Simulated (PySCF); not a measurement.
# Gas-phase XPS of (H2B-mu-NH2)3, computed

Compound: (H2B-mu-NH2)3.
Geometry (PBE0-D3(BJ)/def2-SVP, Å), atoms numbered from 1 in this order:
```
atom  x, y, z in Å
B1    -0.1433    1.5059   -0.4447
H2    -1.3348    1.7155   -0.2991
H3     0.4733    2.4829   -0.8613
N4     0.4661    1.0592    0.9448
B5    -0.0066   -0.3245    1.5477
H6     0.7069   -0.6124    2.5049
H7    -1.1873   -0.2410    1.8368
N8     0.1612   -1.4224    0.4219
B9    -0.4696   -1.1220   -0.9965
H10   -0.0852   -1.9683   -1.7992
H11   -1.6822   -1.0837   -0.8827
N12    0.0366    0.3035   -1.4565
H13    1.4859    1.1113    0.9218
H14    0.1958    1.7744    1.6205
H15    1.1397   -1.7011    0.3311
H16   -0.3051   -2.2611    0.7688
H17   -0.5070    0.5447   -2.2857
H18    0.9993    0.2562   -1.7950
```

Computed with delta-SCF UKS SCAN, pcX-2 on the ionised atom, pcseg-1 elsewhere, spin-free X2C (PySCF 2.14.0). These are vertical core ionisation energies against the vacuum level, from separate self-consistent calculations with and without the core hole.

Question: Give the core binding energies atom by atom.

Answer: 
```csv
atom(s),bonded to,level,binding energy (eV),count
N4/N8/N12,2 H and 2 B,N 1s,406.24,3
B1/B5/B9,2 N and 2 H,B 1s,194.86,3
```

Question: Express the binding energy of N 1s of N4/N8/N12 in atomic units and per mole.

Answer: 406.24 eV = 14.9290 Eh = 39196 kJ/mol.

Question: Which photon wavelength matches the N 1s of N4/N8/N12 threshold?

Answer: λ = hc/E = 12398.42 eV Å / 406.24 eV = 30.520 Å.

Atoms equivalent by their bonding share one computed value, that of the first of them. Geometry: PBE0-D3(BJ)/def2-SVP, one conformer, isolated molecule.
